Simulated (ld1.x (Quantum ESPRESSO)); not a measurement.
LDA (PZ) TM dataset for nitrogen (N), scalar-relativistic all-electron reference.

Input for ld1.x (Quantum ESPRESSO) 7.5:

```
&input
   title='N', zed=7., rel=1, dft='PZ', iswitch=3,
   config='[He] 2s2 2p2.5 3d-2',
   nld=3, rlderiv=2.15, eminld=-4.0, emaxld=5.0, deld=0.02
 /
 &inputp
   pseudotype=2, tm=.true., lloc=2,
   nlcc=.false.,
   file_pseudopw='N.UPF', file_wfcaegen='ae.wfc', file_wfcncgen='nc.wfc', file_beta='beta', file_chi='chi'
 /
3
2S  1  0   2.00   0.00  0.75  0.75  0.0
2P  2  1   2.50   0.00  1.95  1.95  0.0
3D  3  2  -2.00   0.10  1.50  1.50  0.0
 &test
   configts(1)='2s2 2p2.5'
 /
```

Command:

```bash
ld1.x < N.in > N.out
```

Output (shortened: banner, matrices, multipoles, cross overlaps and the repeated all-electron block are left out):

```
Program LD1 v.7.5
     --------------------------- All-electron run ----------------------------

     N
     scalar relativistic calculation

     atomic number is  7.00
     dft =PZ   lsd =0 sic =0 latt =0  beta=0.20 tr2=1.0E-14
     Exchange-correlation= PZ
                           (   1   1   0   0   0   0   0)
     mesh =1085 r(mesh) =  99.89202 a.u. xmin = -7.00 dx = 0.01250
     1 Ry =  13.60569312 eV, c = 137.03599908

     n l     nl                  e(Ry)          e(Ha)          e(eV)
     1 0     1S 1( 2.00)       -28.6135       -14.3067      -389.3064
     2 0     2S 1( 2.00)        -1.8328        -0.9164       -24.9362
     2 1     2P 1( 2.50)        -0.9984        -0.4992       -13.5843

     final scf error:  4.9E-15 reached in  26 iterations

     Etot =    -107.727932 Ry,     -53.863966 Ha,   -1465.713187 eV

     Ekin =     107.282972 Ry,      53.641486 Ha,    1459.659192 eV
     Encl =    -251.212772 Ry,    -125.606386 Ha,   -3417.923887 eV
     Eh   =      48.127416 Ry,      24.063708 Ha,     654.806858 eV
     Exc  =     -11.925548 Ry,      -5.962774 Ha,    -162.255349 eV

     normalization and overlap integrals

     s(1S/1S) =  1.000000  <r> =   0.2312  <r2> =    0.0723  r(max) =   0.1483
     s(2S/2S) =  1.000000  <r> =   1.2912  <r2> =    2.0113  r(max) =   1.0041
     s(2P/2P) =  1.000000  <r> =   1.3647  <r2> =    2.4015  r(max) =   0.9433

     ------------------------ End of All-electron run ------------------------

     --------------------- Generating NC pseudopotential ---------------------

      Generating local pot.: lloc=2, matching radius rcloc =   1.5000

      Wfc   2S  rcut= 0.744  Using Troullier-Martins method

      Wfc   2P  rcut= 1.972  Using Troullier-Martins method

     ------------------- End of pseudopotential generation -------------------

     Computing logarithmic derivative in   2.13904
     Computing logarithmic derivative in   2.13904
     Computing the partial wave expansion
     R is outside the sphere for l=    0 j= 0.00
     R is outside the sphere for l=    1 j= 0.00
       no projector for channel:   2

     ---------------------- Testing the pseudopotential ----------------------

     N
     scalar relativistic calculation

     atomic number is  7.00   valence charge is  5.00
     dft =PZ   lsd =0 sic =0 latt =0  beta=0.20 tr2=1.0E-14
     mesh =1085 r(mesh) =  99.89202 xmin = -7.00 dx = 0.01250

     n l     nl             e AE (Ry)        e PS (Ry)    De AE-PS (Ry)
     1 0     2S   1( 2.00)       -1.83278       -1.83278        0.00000
     2 1     2P   1( 2.50)       -0.99843       -0.99843        0.00000

     eps = 3.6E-15  iter =  4

     Etot =    -107.727932 Ry,     -53.863966 Ha,   -1465.713187 eV
     Etotps =   -18.686810 Ry,      -9.343405 Ha,    -254.247002 eV

     Ekin =      10.968916 Ry,       5.484458 Ha,     149.239699 eV
     Encl =     -40.041572 Ry,     -20.020786 Ha,    -544.793337 eV
     Ehrt =      13.735084 Ry,       6.867542 Ha,     186.875339 eV
     Ecxc =      -3.925875 Ry,      -1.962937 Ha,     -53.414244 eV
     Epseu=       0.576637 Ry,       0.288318 Ha,       7.845541 eV

     ---------------------- End of pseudopotential test ----------------------
```

Generation and configuration tests took about 0.94 s on one core of a shared server CPU.

Transferability test of the new file with ld1.x, input:

```
&input
   title='N', zed=7., rel=1, dft='PZ', iswitch=2,
   config='[He] 2s2 2p2.5 3d-2'
 /
 &test
   file_pseudo='N.UPF', nconf=10,
   configts(1)='2s2 2p2.5',
   configts(2)='2s2 2p3',
   configts(3)='2s2 2p2',
   configts(4)='2s2 2p1',
   configts(5)='2s2 2p3.3',
   configts(6)='2s1 2p3',
   configts(7)='2s0 2p5',
   configts(8)='2s2 2p0',
   configts(9)='2s2 2p2.5', lsdts(9)=1,
   configts(10)='2s2 2p3', lsdts(10)=1
 /
```

```bash
ld1.x < N.test.in > N.test.out
```

Pseudopotential blocks of its output, shortened (energy terms left out):

```
     ---------------------- Testing the pseudopotential ----------------------

     n l     nl             e AE (Ry)        e PS (Ry)    De AE-PS (Ry)
     1 0     2S   1( 2.00)       -1.83278       -1.83278        0.00000
     2 1     2P   1( 2.50)       -0.99843       -0.99843        0.00000

     eps = 2.9E-15  iter =  4

     Etot =    -107.727932 Ry,     -53.863966 Ha,   -1465.713187 eV
     Etotps =   -18.686810 Ry,      -9.343405 Ha,    -254.246996 eV

     ---------------------- End of pseudopotential test ----------------------

          ---------------------- Testing the pseudopotential ----------------------

     n l     nl             e AE (Ry)        e PS (Ry)    De AE-PS (Ry)
     1 0     2S   1( 2.00)       -1.35406       -1.35259       -0.00147
     2 1     2P   1( 3.00)       -0.53227       -0.53344        0.00117

     eps = 6.4E-15  iter =  7

     Etot =    -108.107674 Ry,     -54.053837 Ha,   -1470.879842 eV
     Etotps =   -19.066987 Ry,      -9.533494 Ha,    -259.419575 eV
     dEtot_ae =      -0.379742 Ry
     dEtot_ps =      -0.380178 Ry,   Delta E=       0.000435 Ry

     ---------------------- End of pseudopotential test ----------------------

          ---------------------- Testing the pseudopotential ----------------------

     n l     nl             e AE (Ry)        e PS (Ry)    De AE-PS (Ry)
     1 0     2S   1( 2.00)       -2.37034       -2.36980       -0.00055
     2 1     2P   1( 2.00)       -1.53000       -1.52433       -0.00566  !

     eps = 1.7E-17  iter =  7

     Etot =    -107.098414 Ry,     -53.549207 Ha,   -1457.148159 eV
     Etotps =   -18.058442 Ry,      -9.029221 Ha,    -245.697625 eV
     dEtot_ae =       0.629518 Ry
     dEtot_ps =       0.628367 Ry,   Delta E=       0.001151 Ry

     ---------------------- End of pseudopotential test ----------------------

          ---------------------- Testing the pseudopotential ----------------------

     n l     nl             e AE (Ry)        e PS (Ry)    De AE-PS (Ry)
     1 0     2S   1( 2.00)       -3.59359       -3.57810       -0.01548  !
     2 1     2P   1( 1.00)       -2.76470       -2.72246       -0.04224  !

     eps = 4.7E-18  iter =  7

     Etot =    -104.969172 Ry,     -52.484586 Ha,   -1428.178337 eV
     Etotps =   -15.949605 Ry,      -7.974802 Ha,    -217.005426 eV
     dEtot_ae =       2.758761 Ry
     dEtot_ps =       2.737205 Ry,   Delta E=       0.021556 Ry

     ---------------------- End of pseudopotential test ----------------------

          ---------------------- Testing the pseudopotential ----------------------

     n l     nl             e AE (Ry)        e PS (Ry)    De AE-PS (Ry)
     1 0     2S   1( 2.00)       -1.10062       -1.09798       -0.00264
     2 1     2P   1( 3.30)       -0.28871       -0.28947        0.00076

     eps = 4.4E-17  iter =  9

     Etot =    -108.230069 Ry,     -54.115035 Ha,   -1472.545108 eV
     Etotps =   -19.189689 Ry,      -9.594845 Ha,    -261.089023 eV
     dEtot_ae =      -0.502137 Ry
     dEtot_ps =      -0.502880 Ry,   Delta E=       0.000743 Ry

     ---------------------- End of pseudopotential test ----------------------

          ---------------------- Testing the pseudopotential ----------------------

     n l     nl             e AE (Ry)        e PS (Ry)    De AE-PS (Ry)
     1 0     2S   1( 1.00)       -2.37853       -2.38710        0.00857  !
     2 1     2P   1( 3.00)       -1.53535       -1.54184        0.00649  !

     eps = 5.3E-15  iter =  7

     Etot =    -106.256657 Ry,     -53.128329 Ha,   -1445.695472 eV
     Etotps =   -17.213072 Ry,      -8.606536 Ha,    -234.195778 eV
     dEtot_ae =       1.471275 Ry
     dEtot_ps =       1.473737 Ry,   Delta E=      -0.002462 Ry

     ---------------------- End of pseudopotential test ----------------------

          ---------------------- Testing the pseudopotential ----------------------

     n l     nl             e AE (Ry)        e PS (Ry)    De AE-PS (Ry)
     1 0     2S   1( 0.00)       -1.41679       -1.41719        0.00040
     2 1     2P   1( 5.00)       -0.58839       -0.59471        0.00632  !

     eps = 5.5E-16  iter =  9

     Etot =    -106.457462 Ry,     -53.228731 Ha,   -1448.427552 eV
     Etotps =   -17.425074 Ry,      -8.712537 Ha,    -237.080211 eV
     dEtot_ae =       1.270471 Ry
     dEtot_ps =       1.261735 Ry,   Delta E=       0.008735 Ry

     ---------------------- End of pseudopotential test ----------------------

          ---------------------- Testing the pseudopotential ----------------------

     n l     nl             e AE (Ry)        e PS (Ry)    De AE-PS (Ry)
     1 0     2S   1( 2.00)       -4.98254       -4.91894       -0.06360  !
     2 1     2P   1( 0.00)       -4.19880       -4.06540       -0.13340  !

     eps = 3.0E-16  iter =  7

     Etot =    -101.502629 Ry,     -50.751315 Ha,   -1381.013625 eV
     Etotps =   -12.565220 Ry,      -6.282610 Ha,    -170.958532 eV
     dEtot_ae =       6.225303 Ry
     dEtot_ps =       6.121589 Ry,   Delta E=       0.103714 Ry

     ---------------------- End of pseudopotential test ----------------------

          ---------------------- Testing the pseudopotential ----------------------

     n l     nl             e AE (Ry)        e PS (Ry)    De AE-PS (Ry)
     1 0     2S   1( 1.00)       -1.92381       -1.93294        0.00914  !
     2 1     2P   1( 2.50)       -1.08814       -1.09450        0.00636  !
     1 0     2S   2( 1.00)       -1.64114       -1.62308       -0.01807  !
     2 1     2P   2( 0.00)       -0.81294       -0.80094       -0.01200  !

     eps = 1.3E-15  iter = 11

     Etot =    -107.897495 Ry,     -53.948748 Ha,   -1468.020212 eV
     Etotps =   -18.866964 Ry,      -9.433482 Ha,    -256.698123 eV
     dEtot_ae =      -0.169563 Ry
     dEtot_ps =      -0.180154 Ry,   Delta E=       0.010591 Ry

     ---------------------- End of pseudopotential test ----------------------

          ---------------------- Testing the pseudopotential ----------------------

     n l     nl             e AE (Ry)        e PS (Ry)    De AE-PS (Ry)
     1 0     2S   1( 1.00)       -1.43912       -1.44573        0.00660  !
     2 1     2P   1( 3.00)       -0.61328       -0.62008        0.00680  !
     1 0     2S   2( 1.00)       -1.13189       -1.10991       -0.02197  !
     2 1     2P   2( 0.00)       -0.32783       -0.31554       -0.01229  !

     eps = 4.4E-15  iter = 10

     Etot =    -108.320250 Ry,     -54.160125 Ha,   -1473.772085 eV
     Etotps =   -19.293195 Ry,      -9.646598 Ha,    -262.497296 eV
     dEtot_ae =      -0.592318 Ry
     dEtot_ps =      -0.606386 Ry,   Delta E=       0.014068 Ry

     ---------------------- End of pseudopotential test ----------------------
```
